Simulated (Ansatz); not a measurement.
# Which method gave which barrier?

Saddle point of BSi₄H₁₀Cl₂OF, singlet (BSi₄H₉Cl₂O ([SiH3][Si]([SiH3])([SiH3])[O][B]([Cl])[Cl]) + HF → BSi₄H₉ClOF ([F][B]([Cl])[O][Si]([SiH3])([SiH3])[SiH3]) + HCl; bonds formed: B1–F10, Cl2–H9; bonds broken: B1–Cl2, H9–F10), PBE0-D4/def2-TZVP structure:

```xyz
19
angstrom
B -0.7057 0.4906 2.3220
Cl -1.3007 2.4164 1.7371
Cl -0.4384 0.4352 4.0611
O 0.1540 -0.0514 1.4626
Si 0.3713 -0.2357 -0.1883
Si 2.3234 -1.4952 -0.4691
Si 0.6480 1.8373 -1.2574
Si -1.4503 -1.3646 -1.1412
H -2.3017 1.1857 1.7533
F -2.2080 0.0964 2.0031
H 2.2170 -2.8040 0.2285
H 2.5019 -1.7327 -1.9272
H 3.5056 -0.7577 0.0505
H 1.4926 2.7407 -0.4324
H -0.6475 2.4986 -1.5577
H 1.3480 1.5611 -2.5428
H -2.6978 -0.5610 -1.0242
H -1.6638 -2.6871 -0.4936
H -1.1475 -1.5724 -2.5844
```

Computed with Ansatz 0.2.0 (basis: def2-TZVPP, with def2-QZVPP for the basis limit); correlated methods freeze the cores. Extrapolation: Hartree–Fock as exp(−7.88 √X), correlation as X^−2.97. Four methods, as single points on the PBE0-D4 structures, gave these electronic barriers from the start structure: 68.8, 79.6, 94.1, 139.6 kJ/mol.

**Question.** The methods were, in alphabetical order, CCSD(T), HF, PBE-D4, PBE0-D4. Which gave which? (Judge from chemistry; the calculation decides.)

**Answer.** By the calculation: PBE-D4 68.8; PBE0-D4 79.6; CCSD(T) 94.1; HF 139.6 kJ/mol. For comparison, CCSD(T) at an estimated basis limit (MP2 extrapolated from triple and quadruple zeta, plus CCSD(T) − MP2 in triple zeta) gives 94.5 kJ/mol.

The T1 diagnostic stays at or below 0.014.

Labels in which every atom is bracketed show which atoms are joined, not bond orders.

For scale, one of the runs: CCSD(T)/def2-TZVPP, 485 basis functions, launched by `ansatz run in.yaml --threads 4 --pin off --events-out ev --progress --plain --max-ram 46080MiB --backend cuda --devices 0, --max-vram 37GiB`. The run took 30 s on 4 CPU threads of an AMD EPYC 7R13 and a share of one NVIDIA H100 (shared host), with 1.1 GiB of host memory at its peak.
